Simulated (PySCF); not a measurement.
C6H9NSi.
Atom-mapped SMILES: `[CH2:1]=[CH:2][SiH2:3][n:4]1[cH:5][cH:6][cH:7][cH:8]1`

Cartesian coordinates in Å at the GFN2-xTB level; atoms count from 1:
```xyz
17
C6H9NSi angstrom
C      3.357    0.053    0.820
C      2.058   -0.170    0.686
Si     0.966    0.675   -0.599
N     -0.691    0.156   -0.372
C     -1.297   -0.917   -0.968
C     -2.585   -1.012   -0.536
C     -2.791    0.052    0.373
C     -1.619    0.739    0.449
H      3.962   -0.446    1.563
H      3.878    0.753    0.187
H      1.590   -0.886    1.355
H      0.961    2.130   -0.439
H      1.328    0.281   -1.962
H     -0.753   -1.529   -1.659
H     -3.307   -1.748   -0.830
H     -3.700    0.274    0.899
H     -1.362    1.607    1.024
```

Definitions: NICS(0) = −σiso at the ring centroid; NICS(1) = −σiso and NICS(1)zz = −σzz at ±1 Å along the ring normal z. Level: GIAO PBE0/pcSseg-1 (PySCF, non-relativistic, gas phase) on the GFN2-xTB geometry, one conformer.

Ring bond lengths (Å), with Mayer bond orders in brackets: N4–C5 1.369 (1.12), C5–C6 1.361 (1.55), C6–C7 1.415 (1.34), C7–C8 1.361 (1.55), C8–N4 1.369 (1.12).

Q: Give the NICS values of each ring in ppm.

A: 
| ring | type | NICS(0) | NICS(1), two faces | NICS(1)zz, two faces | rms pucker (Å) | centre to ring atoms, mean (Å) |
| --- | --- | --- | --- | --- | --- | --- |
| N4–C5–C6–C7–C8 | 5-membered ring with N; formal bonds all aromatic | -13.0 | -10.9 / -11.2 | -29.6 / -30.5 | 0.00 | 1.17 |

Q: What can be read from them?

A: 
- N4–C5–C6–C7–C8: mean NICS(1)zz -30.0 ppm, shielded. For a flat ring without four-coordinate atoms the NICS criterion counts such a value as aromatic.

Q: How equal are the bonds by HOMA? HOMA = 1 − mean of α(R − Ropt)² over the ring bonds, with Krygowski's 1993 parameters (CC: Ropt 1.388 Å, α 257.7 Å⁻²; CN: Ropt 1.334 Å, α 93.52 Å⁻²).

A: 
- N4–C5–C6–C7–C8: HOMA 0.84; the largest term is that of C6–C7, α(R − Ropt)² = 0.19. The geometric and the magnetic index point the same way.

Q: Give the inner angles of the rings and the Hirshfeld charges of the ring atoms.

A: 
- N4–C5–C6–C7–C8: N4 107.1° (-0.106 e), C5 109.6° (-0.038 e), C6 106.8° (-0.098 e), C7 106.8° (-0.097 e), C8 109.6° (-0.038 e); sum 540.0° against 540° for a flat convex ring.

Q: What are the shieldings of the ring atoms and their hydrogens in the same run (means over atoms taken as equivalent)?

A: 
```csv
atoms,environment,σ isotropic (ppm)
N4,pyrrole-type nitrogen,94.6
C5 (×2),aromatic CH next to a ring nitrogen,59.2
C6 (×2),aromatic CH carbon,69.0
H14 (×2),aromatic hydrogen,24.96
H15 (×2),aromatic hydrogen,25.09
```
